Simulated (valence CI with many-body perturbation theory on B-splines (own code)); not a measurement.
W32+: E2, M1 decay

Calculated by configuration interaction combined with many-body perturbation theory (CI+MBPT): six valence electrons over a frozen Dirac-Fock core [Kr], a basis of 7 s, 7 p, 8 d, 6 f, 4 g, 1 h functions for each j, with the one-electron correlation potential Σ1 (screened to all orders), the two-electron term Σ2, the three-electron term Σ3, Breit, model QED; selected single and double excitations, second order for the rest, scaled by the run's own slope (own B-spline code, finite nucleus).

No measured spectrum was set against this ion. As an estimate, large intervals hold to a few tenths of a per cent, small ones and those within an open d or f shell to about a per cent. Core correlation moves these levels by up to 7200 cm⁻¹, and in measured spectra 5 to 20 % of such shifts remained as error; rates that hang on mixing are uncertain with them. Among the levels kept, up to 760 cm⁻¹ of a level comes from second order outside the variational space, and about a tenth of that is noise between levels of different J, which matters for small intervals. Only levels of the ground parity were solved; by the run's estimate the other parity begins above the list, which can be wrong where configurations are misplaced.

Lines 51 to 100 of 120 in falling wavelength, among levels below 612210 cm⁻¹, chosen from the decays that carry over 1 % of a level's rate. Wavelengths and rates use the calculated energies. Electric multipoles are in the length gauge, E1 and E2 with the static RPA response of the core. Weak lines are less certain than strong ones. Lines between different terms over intervals too small for the method are left out, as are lines whose strength nearly cancels. The highest levels of a list are the least certain.

Levels are named by their leading jj configuration (3d3/2^4 stands for four electrons in 3d with j = 3/2), which in mixed levels can hold well under half, so a name can repeat and another be missing. Letters in brackets count levels of one name in rising energy.

```
λ vac (nm)                      Upper                      Lower  Type   A (s⁻¹)  Branch %
     72.90      (4d3/2^2 4d5/2^4) J=5      (4d3/2^3 4d5/2^3) J=5    M1  1.40e+04      29.5
     72.81  (4d3/2^2 4d5/2^4) J=2 [a]  (4d3/2^3 4d5/2^3) J=3 [a]    M1  7.79e+04      76.4
     72.76  (4d3/2^2 4d5/2^4) J=2 [c]  (4d3/2^3 4d5/2^3) J=3 [c]    M1  2.36e+04      28.0
     70.13        (4d3/2 4d5/2^5) J=2  (4d3/2^2 4d5/2^4) J=2 [b]    M1  2.07e+04      15.8
     69.50  (4d3/2^3 4d5/2^3) J=2 [a]      (4d3/2^4 4d5/2^2) J=2    M1  2.99e+04      99.0
     69.10      (4d3/2^2 4d5/2^4) J=1  (4d3/2^3 4d5/2^3) J=2 [a]    M1  8.86e+03      13.4
     68.49        (4d3/2 4d5/2^5) J=1  (4d3/2^2 4d5/2^4) J=0 [a]    M1  3.68e+04      18.2
     67.81        (4d3/2 4d5/2^5) J=4  (4d3/2^2 4d5/2^4) J=3 [b]    M1  2.13e+04      15.2
     67.61      (4d3/2^2 4d5/2^4) J=6      (4d3/2^3 4d5/2^3) J=6    M1  2.18e+04      69.6
     67.59      (4d3/2^3 4d5/2^3) J=5      (4d3/2^4 4d5/2^2) J=4    M1  9.31e+03      98.5
     67.57  (4d3/2^2 4d5/2^4) J=2 [c]  (4d3/2^3 4d5/2^3) J=2 [b]    M1  2.86e+04      33.9
     67.52  (4d3/2^2 4d5/2^4) J=2 [c]  (4d3/2^3 4d5/2^3) J=1 [b]    M1  1.40e+04      16.7
     67.46  (4d3/2^3 4d5/2^3) J=3 [b]      (4d3/2^4 4d5/2^2) J=2    M1  4.01e+03      16.9
     67.19        (4d3/2 4d5/2^5) J=3  (4d3/2^2 4d5/2^4) J=4 [b]    M1  1.33e+04      11.2
     67.13  (4d3/2^2 4d5/2^4) J=4 [a]  (4d3/2^3 4d5/2^3) J=4 [a]    M1  7.10e+04      79.2
     67.09  (4d3/2^2 4d5/2^4) J=4 [c]  (4d3/2^3 4d5/2^3) J=3 [c]    M1  2.21e+04      38.9
     66.87  (4d3/2^2 4d5/2^4) J=4 [b]  (4d3/2^3 4d5/2^3) J=3 [b]    M1  8.27e+03      17.9
     66.68      (4d3/2^2 4d5/2^4) J=6      (4d3/2^3 4d5/2^3) J=5    M1  9.52e+03      30.3
     66.66      (4d3/2^3 4d5/2^3) J=6      (4d3/2^4 4d5/2^2) J=4    E2  1.00e+00      94.8
     66.41  (4d3/2^2 4d5/2^4) J=2 [b]  (4d3/2^3 4d5/2^3) J=3 [b]    M1  1.35e+04      25.3
     65.72  (4d3/2^2 4d5/2^4) J=0 [b]      (4d3/2^2 4d5/2^4) J=1    M1  8.24e+03       9.5
     65.44        (4d3/2 4d5/2^5) J=2      (4d3/2^2 4d5/2^4) J=1    M1  3.51e+04      26.9
     64.54  (4d3/2^2 4d5/2^4) J=2 [b]  (4d3/2^3 4d5/2^3) J=2 [a]    M1  2.45e+04      45.8
     64.04        (4d3/2 4d5/2^5) J=1  (4d3/2^2 4d5/2^4) J=2 [a]    M1  1.53e+05      75.7
     63.79  (4d3/2^2 4d5/2^4) J=4 [c]  (4d3/2^3 4d5/2^3) J=4 [b]    M1  1.65e+04      29.0
     63.43  (4d3/2^2 4d5/2^4) J=3 [a]  (4d3/2^3 4d5/2^3) J=4 [a]    M1  2.91e+04      36.2
     63.35  (4d3/2^2 4d5/2^4) J=4 [a]  (4d3/2^3 4d5/2^3) J=3 [a]    M1  1.29e+03       1.4
     61.87      (4d3/2^2 4d5/2^4) J=5  (4d3/2^3 4d5/2^3) J=4 [a]    M1  2.45e+03       5.2
     61.18        (4d3/2 4d5/2^5) J=4      (4d3/2^2 4d5/2^4) J=5    M1  4.32e+04      30.8
     60.04  (4d3/2^2 4d5/2^4) J=3 [a]  (4d3/2^3 4d5/2^3) J=3 [a]    M1  3.53e+04      44.0
     59.97        (4d3/2 4d5/2^5) J=3  (4d3/2^2 4d5/2^4) J=3 [b]    M1  1.57e+04      13.2
     59.73        (4d3/2 4d5/2^5) J=4  (4d3/2^2 4d5/2^4) J=3 [a]    M1  1.65e+03       1.2
     59.00  (4d3/2^3 4d5/2^3) J=3 [b]      (4d3/2^4 4d5/2^2) J=4    M1  1.85e+04      78.2
     58.45  (4d3/2^2 4d5/2^4) J=4 [b]      (4d3/2^3 4d5/2^3) J=5    M1  3.15e+04      68.2
     57.16      (4d3/2^3 4d5/2^3) J=0      (4d3/2^4 4d5/2^2) J=2    E2  2.08e+02       5.5
     56.78        (4d3/2 4d5/2^5) J=4  (4d3/2^2 4d5/2^4) J=4 [a]    M1  7.30e+04      52.1
     56.31  (4d3/2^2 4d5/2^4) J=3 [b]  (4d3/2^3 4d5/2^3) J=4 [a]    M1  6.87e+03      12.8
     55.19      (4d3/2^2 4d5/2^4) J=1  (4d3/2^3 4d5/2^3) J=1 [a]    M1  2.59e+04      39.2
     55.10        (4d3/2 4d5/2^5) J=2  (4d3/2^2 4d5/2^4) J=3 [a]    M1  4.99e+04      38.2
     55.07              (4d5/2^6) J=0        (4d3/2 4d5/2^5) J=1    M1  2.69e+05      98.8
     54.39  (4d3/2^2 4d5/2^4) J=2 [c]  (4d3/2^3 4d5/2^3) J=3 [b]    M1  4.02e+03       4.8
     54.35  (4d3/2^3 4d5/2^3) J=1 [b]      (4d3/2^4 4d5/2^2) J=2    M1  3.10e+03      14.1
     54.32  (4d3/2^3 4d5/2^3) J=2 [b]      (4d3/2^4 4d5/2^2) J=2    M1  5.51e+03      48.8
     53.62  (4d3/2^2 4d5/2^4) J=3 [b]  (4d3/2^3 4d5/2^3) J=3 [a]    M1  6.60e+02       1.2
     53.57        (4d3/2 4d5/2^5) J=3  (4d3/2^2 4d5/2^4) J=3 [a]    M1  4.64e+04      39.2
     53.13  (4d3/2^2 4d5/2^4) J=2 [c]  (4d3/2^3 4d5/2^3) J=2 [a]    M1  4.19e+03       5.0
     51.37  (4d3/2^3 4d5/2^3) J=3 [c]      (4d3/2^4 4d5/2^2) J=2    M1  7.73e+03      47.0
     51.18        (4d3/2 4d5/2^5) J=3  (4d3/2^2 4d5/2^4) J=4 [a]    M1  1.03e+04       8.7
     49.59  (4d3/2^2 4d5/2^4) J=2 [d]  (4d3/2^3 4d5/2^3) J=3 [c]    M1  1.45e+04      25.9
     49.32        (4d3/2 4d5/2^5) J=1  (4d3/2^3 4d5/2^3) J=2 [b]    M1  8.58e+03       4.2
```
